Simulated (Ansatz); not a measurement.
Ansatz (a first-principles code) input (B3LYP/6-31G*):

Ansatz 0.2 input:
```yaml
crystal:
  periodic: [false, false, false]
  atoms:
    - {symbol: Be, position_ang: [-0.00244410, 0.49155060, -0.08914113]}
    - {symbol: F, position_ang: [1.18983741, -0.20123978, -0.52014940]}
    - {symbol: F, position_ang: [-1.18875115, -0.01722715, 0.55976768]}
basis:
  gaussian:
    orbitals: 6-31G*
hamiltonian:
  xc: {name: B3LYP}
total_charge: -1
magnetization: {spin_polarized: true, initial_magnetization: 1}
relax: {f_tol: 0.003, max_steps: 120}
```

From the last part of the output:

```
WARN ansatz: RAYON_NUM_THREADS=1 ignored (pool sized by the plan → 1); use --threads N
Functional definition: B3LYP
integrals: 0.01 GiB planned
385 factors; their error is unknown
mean field: 0.11 GiB planned
mean field evaluation 1: about -5837.2882 eV, gradient 1.7e1 eV
mean field evaluation 2: about -5836.5709 eV, gradient 2.5e1 eV
mean field evaluation 4: about -5838.2665 eV, gradient 2.5e-1 eV
mean field evaluation 8: about -5838.2610 eV, gradient 3.2e-3 eV
mean field -5838.26099699 eV, -214.5521343240 hartree, gradient 5.8e-6 eV, S^2 0.750552; 0 other end points of the search recorded, 0 dependent functions left out
the calculation of the forces begins
reference -5838.26117210 eV, -214.5521407593 hartree; 12, 11 occupied and 33, 34 virtual orbitals, 385 factors
relax step   1: F+E_penalty+E_count = -5838.26099699 eV  Δ(F+E_penalty+E_count) = +0.000e0 eV  max|allowed force component| = 9.447e-1 eV/Å  Δτ_max = 0.0000 Å  (26 SCF iters, accepted)
these checks for a lower state are left out or cut short: starts, cluster_reference, orbital_swaps, neighbouring_geometries, increment
integrals: 0.01 GiB planned
385 factors; their error is unknown
mean field: 0.11 GiB planned
mean field evaluation 16: about -5838.2907 eV, gradient 1.5e0 eV
mean field -5838.30313967 eV, -214.5536830388 hartree, gradient 2.0e-5 eV, S^2 0.750537; 0 other end points of the search recorded, 0 dependent functions left out
the calculation of the forces begins
reference -5838.30331395 eV, -214.5536894434 hartree; 12, 11 occupied and 33, 34 virtual orbitals, 385 factors
relax step   2: F+E_penalty+E_count = -5838.30313967 eV  Δ(F+E_penalty+E_count) = -4.214e-2 eV  max|allowed force component| = 4.444e-1 eV/Å  Δτ_max = 0.0416 Å  (24 SCF iters, accepted)
these checks for a lower state are left out or cut short: starts, cluster_reference, orbital_swaps, neighbouring_geometries, increment
integrals: 0.01 GiB planned
385 factors; their error is unknown
mean field: 0.11 GiB planned
mean field -5838.31246927 eV, -214.5540258955 hartree, gradient 2.0e-5 eV, S^2 0.750531; 0 other end points of the search recorded, 0 dependent functions left out
the calculation of the forces begins
reference -5838.31264256 eV, -214.5540322635 hartree; 12, 11 occupied and 33, 34 virtual orbitals, 385 factors
relax step   3: F+E_penalty+E_count = -5838.31246927 eV  Δ(F+E_penalty+E_count) = -9.330e-3 eV  max|allowed force component| = 3.075e-2 eV/Å  Δτ_max = 0.0327 Å  (27 SCF iters, accepted)
these checks for a lower state are left out or cut short: starts, cluster_reference, orbital_swaps, neighbouring_geometries, increment
integrals: 0.01 GiB planned
385 factors; their error is unknown
mean field: 0.11 GiB planned
mean field evaluation 32: about -5838.3189 eV, gradient 1.5e-1 eV
mean field -5838.31256837 eV, -214.5540295370 hartree, gradient 1.2e-5 eV, S^2 0.750532; 0 other end points of the search recorded, 0 dependent functions left out
the calculation of the forces begins
reference -5838.31274182 eV, -214.5540359114 hartree; 12, 11 occupied and 33, 34 virtual orbitals, 385 factors
relax step   4: F+E_penalty+E_count = -5838.31256837 eV  Δ(F+E_penalty+E_count) = -9.909e-5 eV  max|allowed force component| = 6.226e-3 eV/Å  Δτ_max = 0.0032 Å  (22 SCF iters, accepted)
these checks for a lower state are left out or cut short: starts, cluster_reference, orbital_swaps, neighbouring_geometries, increment
integrals: 0.01 GiB planned
385 factors; their error is unknown
mean field: 0.11 GiB planned
mean field -5838.31257030 eV, -214.5540296081 hartree, gradient 1.7e-5 eV, S^2 0.750532; 0 other end points of the search recorded, 0 dependent functions left out
the calculation of the forces begins
reference -5838.31274372 eV, -214.5540359813 hartree; 12, 11 occupied and 33, 34 virtual orbitals, 385 factors
relax step   5: F+E_penalty+E_count = -5838.31257030 eV  Δ(F+E_penalty+E_count) = -1.935e-6 eV  max|allowed force component| = 3.430e-3 eV/Å  Δτ_max = 0.0006 Å  (18 SCF iters, accepted)
these checks for a lower state are left out or cut short: starts, cluster_reference, orbital_swaps, neighbouring_geometries, increment
integrals: 0.01 GiB planned
385 factors; their error is unknown
mean field: 0.11 GiB planned
mean field -5838.31257097 eV, -214.5540296328 hartree, gradient 1.1e-5 eV, S^2 0.750532; 0 other end points of the search recorded, 0 dependent functions left out
the calculation of the forces begins
reference -5838.31274440 eV, -214.5540360063 hartree; 12, 11 occupied and 33, 34 virtual orbitals, 385 factors
relax step   6: F+E_penalty+E_count = -5838.31257097 eV  Δ(F+E_penalty+E_count) = -6.708e-7 eV  max|allowed force component| = 3.051e-5 eV/Å  Δτ_max = 0.0002 Å  (18 SCF iters, accepted)
integrals: 0.01 GiB planned
385 factors; their error is unknown
mean field: 0.11 GiB planned
mean field evaluation 64: about -5838.3126 eV, gradient 1.1e-5 eV
mean field -5838.31257097 eV, -214.5540296328 hartree, gradient 1.1e-5 eV, S^2 0.750532; 1 other end points of the search recorded, 0 dependent functions left out
the calculation of the forces begins
reference -5838.31274440 eV, -214.5540360063 hartree; 12, 11 occupied and 33, 34 virtual orbitals, 385 factors
Total energy: -5838.31274440 eV, -214.5540360063 hartree
Atom 0 at    -0.002793     0.561768    -0.101875 Å, force     0.000000    -0.000031     0.000006 eV/Å
Atom 1 at     1.155022    -0.233642    -0.497897 Å, force    -0.000009     0.000016     0.000001 eV/Å
Atom 2 at    -1.153587    -0.055043     0.550249 Å, force     0.000009     0.000015    -0.000007 eV/Å
Dipole moment:     0.002169    -0.436210     0.079105 e Å
```

The dipole moment of an ion depends on the origin.
